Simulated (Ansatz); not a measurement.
Input file for Ansatz (a quantum-chemistry and plane-wave program): R-B3LYP/def2-TZVPPD on BH6NO (a complex), monomers drawn apart or pushed together. Files ending in .json are basis or fitting sets from the Basis Set Exchange.

Ansatz 0.2 input:
```yaml
crystal:
  periodic: [false, false, false]
  atoms:
    - {symbol: B, position_ang: [0.56177470, -0.49259856, -0.14923002]}
    - {symbol: N, position_ang: [-0.51177674, 0.25759647, 0.29739012]}
    - {symbol: H, position_ang: [0.74411189, -0.63784602, -1.31991371]}
    - {symbol: H, position_ang: [1.29521280, -0.98582168, 0.65819076]}
    - {symbol: H, position_ang: [-0.69782859, 0.40530084, 1.28115276]}
    - {symbol: H, position_ang: [-1.16605292, 0.70457595, -0.32372215]}
    - {symbol: O, position_ang: [-0.22334787, 0.20468888, 4.15636089]}
    - {symbol: H, position_ang: [0.72894622, 0.22486354, 4.00661486]}
    - {symbol: H, position_ang: [-0.42064824, -0.70885131, 4.39079761]}
basis:
  gaussian:
    orbitals: def2-TZVPPD.json
hamiltonian:
  xc: {name: B3LYP}
scf: {lower_state_search: off}
```

Output:

```
WARN ansatz: RAYON_NUM_THREADS=1 ignored (pool sized by the plan → 1); use --threads N
Functional definition: B3LYP
these checks for a lower state are left out or cut short: stability, starts, cluster_reference, orbital_swaps, neighbouring_geometries, increment
integrals: 0.08 GiB planned
882 factors; their error is unknown
mean field: 0.88 GiB planned
mean field evaluation 1: about -4303.3370 eV, gradient 8.0e1 eV
mean field evaluation 2: about -4282.2319 eV, gradient 1.3e2 eV
mean field evaluation 4: about -4314.4801 eV, gradient 5.0e0 eV
mean field evaluation 8: about -4314.5378 eV, gradient 4.0e-1 eV
mean field evaluation 16: about -4314.5379 eV, gradient 1.4e-6 eV
mean field -4314.53793410 eV, -158.5563445792 hartree, gradient 4.1e-6 eV, S^2 0.000000; 0 other end points of the search recorded, 0 dependent functions left out
reference -4314.53823676 eV, -158.5563557020 hartree; 13, 13 occupied and 203, 203 virtual orbitals, 882 factors
Total energy: -4314.53823676 eV, -158.5563557020 hartree
Checks for a lower state left out: stability, starts, cluster_reference, orbital_swaps, neighbouring_geometries, increment
```

The run converged.

Cost: roughly 3 core-seconds.
